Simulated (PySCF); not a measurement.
AlF2H3O2Si, SMILES F[SiH](F)[Al]([OH])[OH].

Coordinates come from a ωB97X-D3(BJ)/def2-SVP optimisation. The structure was generated by enumeration; whether it is a known compound was not checked. The values are those of a single conformer.

Computed with PySCF with PBE/def2-TZVP.

Computed frontier levels, gap, dipole moment and polarisability:
```
Quantity                                                                                                         Value
---------------------------------------------------------------------------------------------  -----------------------
highest occupied level                                                                                        -7.06 eV
lowest empty level                                                                                            -2.09 eV
orbital gap                                                                                                    4.97 eV
dipole moment                                                                                                   3.85 D
quadrupole, principal values (traceless, Buckingham form, about the centre of nuclear charge)  -7.29, -4.13, 11.41 D·Å
mean static polarisability                                                                        58.1 bohr³ (8.60 Å³)
polarisability, principal values                                                                48.3, 57.0, 68.8 bohr³
```
